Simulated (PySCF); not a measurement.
Input for PySCF: R-HF/STO-3G on CH4 (SMILES C).

```python
from pyscf import gto, scf, dft, mp
from pyscf.data.elements import chemcore

mol = gto.M(
    atom='''
    C    -0.02385313    0.00879321   -0.10415846
    H    -0.36699033    1.00581050   -0.37762438
    H     0.89607436    0.08771223    0.47345059
    H    -0.78793375   -0.48643654    0.49342690
    H     0.16271522   -0.57005005   -1.00766269
    ''',
    basis='sto-3g',
    charge=0, spin=0, verbose=3, max_memory=1800)
mf = scf.RHF(mol)
mf.conv_tol = 1e-8
mf.max_cycle = 100
mf.kernel()
if not mf.converged:
    mf = mf.newton().run(mf.mo_coeff, mf.mo_occ)
```

What total energy does the run end on?

-39.7267 hartree.
